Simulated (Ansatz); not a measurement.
`C[SiH2]S[SiH2]Cl` → `S[SiH2]Cl` + `C[SiH]`  (silylene formation by 1,1-elimination)

Isolated molecules relaxed with PBE0-D4/def2-TZVP in Ansatz; ΔE leaves out vibrations. CCSD(T)/CBS is the MP2 limit (def2-TZVPP, def2-QZVPP) plus CCSD(T) − MP2 in def2-TZVPP, frozen cores. This one scheme is used for every species. Functionals use def2-TZVPP. One conformer a species, not always the lowest.

```json
{"species": "`C[SiH2]S[SiH2]Cl`", "PBE energy (Eh)": "-1479.14501"}
{"species": "`S[SiH2]Cl`", "PBE energy (Eh)": "-1149.28656"}
{"species": "`C[SiH]`", "PBE energy (Eh)": "-329.74765"}
```

Work out ΔE.

ΔE = (-1149.28656) + (-329.74765) − (-1479.14501) = 0.11080 Eh = +69.5 kcal/mol. CCSD(T)/CBS gives +72.7 kcal/mol.

Largest T1 diagnostic among the species: 0.012.

At CCSD(T), def2-SVP lies −5.7 kcal/mol from the extrapolated value and def2-TZVPP −2.1 kcal/mol. Leaving LDA and LC-ωPBE aside and taking each functional with its dispersion term where it has one, the values, not all of them listed here, spread over 9.7 kcal/mol, from BLYP-D4 to r2SCAN0-D4. LDA lies +7.8 kcal/mol from PBE without D4.
